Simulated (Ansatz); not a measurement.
Start from `NC[SeH]` and change one atom or group to get `N[CH2][ZnH]`.

Ansatz, PBE0-D4/def2-TZVP geometries, multiplicity 1. Each molecule was computed in one conformer, which needn't be the lowest.

Scalar relativity is left out up to krypton.

```tsv
property	`NC[SeH]`
ideal-gas entropy at 298 K and 1 bar (rigid rotor, harmonic PBE0-D4/def2-TZVP) / J/(mol·K)	302
size of the dipole moment (PBE/def2-TZVPP) / D	2.37
HOMO energy (PBE0/def2-TZVPP) / eV	-6.58
size of the dipole moment (B3LYP/def2-TZVPP) / D	2.40
size of the dipole moment (ωB97M-V/def2-TZVPP) / D	2.42
LUMO energy (B3LYP/def2-TZVPP) / eV	-0.19
```

**Question.** Give the same properties after the change, and the shifts. (Estimate.)

**Answer.** Ansatz gave: 
| property | `N[CH2][ZnH]` | shift |
| --- | --- | --- |
| ideal-gas entropy at 298 K and 1 bar (rigid rotor, harmonic PBE0-D4/def2-TZVP) / J/(mol·K) | 296 | -6 |
| size of the dipole moment (PBE/def2-TZVPP) / D | 1.52 | -0.85 |
| HOMO energy (PBE0/def2-TZVPP) / eV | -6.37 | 0.21 |
| size of the dipole moment (B3LYP/def2-TZVPP) / D | 1.51 | -0.89 |
| size of the dipole moment (ωB97M-V/def2-TZVPP) / D | 1.49 | -0.93 |
| LUMO energy (B3LYP/def2-TZVPP) / eV | -0.73 | -0.54 |

With PBE0 the HOMO rises by 0.21 eV and the LUMO falls by 0.54 eV, so the gap narrows by about 0.75 eV. PBE moves the HOMO by 0.38 eV and ωB97M-V by 0.12 eV. Dipoles are sizes alone; their direction can turn.

B3LYP here is the variant with VWN-RPA as its local correlation; programs differ in this.

Spin–orbit coupling is left out; it splits and shifts lone-pair levels of the heavy atoms by tenths of an eV.
